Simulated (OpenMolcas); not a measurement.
Ho2+ among 7 point charges of -0.5 e arranged as a pentagonal bipyramid (D5h). The axial distance is 0.86 times the equatorial one, R.

- Program: OpenMolcas 26.06
- Method: CASSCF
- Basis: ANO-RCC-VDZP [7s6p4d2f1g]
- Scalar Hamiltonian: DKH2, point nucleus
- Active space: 11 electrons in 7 orbitals (4f)
- State averaging: 2S+1 = 4 odd, 35 roots; 2S+1 = 2 odd, 73 roots kept (CI in the orbitals of an earlier block)
- Spin-orbit coupling: state interaction with AMFI integrals over the reference wave functions

All point charges move together. At R = 2.64 Å the width of the lowest J multiplet is 146 cm-1, and at R = 2.73 Å it is 127 cm-1.

A third run gives 220 cm-1. What distance was it run at?

With a power law R^-n the two known points give n = -ln(127 / 146) / ln(2.73 / 2.64) = 4.16. Then R = 2.64 × (146 / 220)^(1/4.16) = 2.392 Å. The run was at 2.39 Å, so the estimate is off by +0.002 Å.

High states are left out of the spin-orbit mixing, which shifts the levels that they would mix with. This is an electrostatic model: the charges have no orbitals. An unlabelled pair can be two single states that coincide in this model. A group larger than the point group allows holds several states that coincide in this model. No measured value stands beside these numbers.
